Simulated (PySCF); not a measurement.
Relaxation of doublet HWO₂

Method: PySCF, UPBE0, basis W def2-TZVP with ECP60, O def2-TZVP, H def2-TZVP (scalar-relativistic core potentials, no spin–orbit coupling, density fitting). A (50,194) grid was used.

A hand-made trigonal pyramidal start, of Cs symmetry, held to at least that symmetry:

```xyz
4
charge 0 multiplicity 2, angstrom
W     0.1083    0.0000   -0.1262
O    -0.6731    1.3534    0.7048
O    -0.6731   -1.3534    0.7048
H     1.6005    0.0000    0.6672
```

**Question.** What does it relax to?

**Answer.** It ends at Cs with W–H 1.734 Å, W–O 1.695 Å (×2); H–W–O 109.2° (×2), O–W–O 110.3° (after a last refinement on a finer grid). A frequency run shows a minimum. Other isomers or separated fragments may lie lower.

**Question.** How much energy is released, and in how many steps?

**Answer.** 62.0 kJ/mol in 5 steps.

Other spin states or occupations of the open shell can lie lower. No spin–orbit coupling is included, which matters more the heavier the element.

The relaxation took 11 s on 4 threads of a shared Arm Neoverse V2 host, with 108 basis functions and 6 gradients; the process peaked at 0.64 GiB. Launch command: `OMP_NUM_THREADS=4 python axn.py task.json out`.
